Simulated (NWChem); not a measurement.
System: AgH₂OCl; SMILES [Ag]([Cl])<-[OH2]

The following NWChem deck was run.

```
start job
memory heap 200 mb stack 900 mb global 1100 mb
geometry units angstroms noautoz
  Ag     0.002321     0.298142    -0.074693
  Cl    -0.001964    -1.979335     0.063190
  O      0.004316     2.513502    -0.166989
  H      0.772403     2.952004     0.218150
  H     -0.765505     2.947960     0.219410
end
basis spherical
  * library def2-svp
end
ecp
  Ag library def2-ecp
end
dft
  xc xpbe96 cpbe96
  iterations 150
  mulliken
end
task dft energy
```

Output (shortened):

```
             Northwest Computational Chemistry Package (NWChem) 7.3.0
             --------------------------------------------------------

 C1  symmetry detected

                             Geometry "geometry" -> ""
                             -------------------------

 Output coordinates in angstroms (scale by  1.889725989 to convert to a.u.)

  No.       Tag          Charge          X              Y              Z
 ---- ---------------- ---------- -------------- -------------- --------------
    1 Ag                  47.0000     0.00050815     0.21314036    -0.02019878
    2 Cl                  17.0000    -0.00053493    -2.06821398     0.01658212
    3 O                    8.0000    -0.00082904     2.43041452    -0.01420113
    4 H                    1.0000     0.76486671     2.85255673     0.39332761
    5 H                    1.0000    -0.77302366     2.84616771     0.38772806

 Effective nuclear repulsion energy (a.u.)     321.6838414654

 Summary of "ao basis" -> "ao basis" (spherical)
 ------------------------------------------------------------------------------
       Tag                 Description            Shells   Functions and Types
 ---------------- ------------------------------  ------  ---------------------
 Ag                         def2-svp                11       31   5s3p2d1f
 Cl                         def2-svp                 8       18   4s3p1d
 O                          def2-svp                 6       14   3s2p1d
 H                          def2-svp                 3        5   2s1p

            General Information
            -------------------
          SCF calculation type: DFT
          Wavefunction type:  closed shell.
          No. of atoms     :     5
          No. of electrons :    46
           Alpha electrons :    23
            Beta electrons :    23
          Charge           :     0
          Spin multiplicity:     1
          Use of symmetry is: off; symmetry adaption is: off
          Maximum number of iterations: 150
          AO basis - number of functions:    73
                     number of shells:    31
          Convergence on energy requested:  1.00D-06
          Convergence on density requested:  1.00D-05
          Convergence on gradient requested:  5.00D-04

              XC Information
              --------------
          PerdewBurkeErnzerhof Exchange Functional  1.000
            Perdew 1991 LDA Correlation Functional  1.000 local
           PerdewBurkeErnz. Correlation Functional  1.000 non-local

             Grid Information
             ----------------
          Grid used for XC integration:  medium
          Radial quadrature: Mura-Knowles
          Angular quadrature: Lebedev.
          Tag              B.-S. Rad. Rad. Pts. Rad. Cut. Ang. Pts.
          ---              ---------- --------- --------- ---------
          Ag                  1.60      123           9.0       590
          Cl                  1.00       88          12.0       590
          O                   0.60       49          11.0       434
          H                   0.35       45          11.0       434
          Grid pruning is: on
          Number of quadrature shells:   350
          Spatial weights used:  Erf1

      Superposition of Atomic Density Guess
      -------------------------------------

 Sum of atomic energies:        -702.66977107

      Non-variational initial energy
      ------------------------------

 Total energy =    -681.134570
 1-e energy   =   -1290.571645
 2-e energy   =     462.283172
 HOMO         =      -0.427371
 LUMO         =      -0.115265

     ---------------------------------------------
      Total Density - Mulliken Population Analysis
     ---------------------------------------------

    Atom       Charge   Shell Charges
 -----------   ------   -------------------------------------------------------
    1 Ag  19    18.70  -0.48  1.66  0.82  0.49  0.08  5.98  0.12  0.06  9.35  0.63  0.00
    2 Cl  17    17.51   2.00  1.99  1.23  0.71  5.94  2.17  3.45  0.01
    3 O    8     8.48   1.99  1.07  0.59  2.97  1.85  0.00
    4 H    1     0.65   0.52  0.07  0.06
    5 H    1     0.65   0.52  0.07  0.06

   convergence    iter        energy       DeltaE   RMS-Dens  Diis-err
 ---------------- ----- ----------------- --------- --------- ---------
 d= 0,ls=0.0,diis     1   -683.0636504123 -8.30D+02  2.85D-02  7.82D-01
 d= 0,ls=0.0,diis     2   -682.7007799686  3.63D-01  2.18D-02  4.14D+00
 d= 0,ls=0.0,diis     3   -683.1657661012 -4.65D-01  5.53D-03  5.62D-02
 d= 0,ls=0.0,diis     4   -683.1666643880 -8.98D-04  2.80D-03  4.83D-02
 d= 0,ls=0.0,diis     5   -683.1731896854 -6.53D-03  2.94D-04  7.21D-04
  Resetting Diis
 d= 0,ls=0.0,diis     6   -683.1732711857 -8.15D-05  7.05D-05  3.81D-05
 d= 0,ls=0.0,diis     7   -683.1732744852 -3.30D-06  8.48D-05  6.84D-06
 d= 0,ls=0.0,diis     8   -683.1732720234  2.46D-06  5.56D-05  2.63D-05
 d= 0,ls=0.0,diis     9   -683.1732753808 -3.36D-06  4.11D-06  1.02D-07
 d= 0,ls=0.0,diis    10   -683.1732753904 -9.55D-09  1.31D-06  1.45D-08

         Total DFT energy =     -683.173275390364
      One electron energy =    -1295.340738567317
           Coulomb energy =      516.454903413967
    Exchange-Corr. energy =      -51.441342748680
 Nuclear repulsion energy =      147.153902511667

 Numeric. integr. density =       45.999998969400

                       DFT Final Molecular Orbital Analysis
                       ------------------------------------

[...]
```

Level: PBE/def2-SVP with def2 effective core potentials on Ag. Coordinates come from a PBE0/def2-SVP optimisation. def2 effective core potentials on Ag; no spin-orbit coupling.
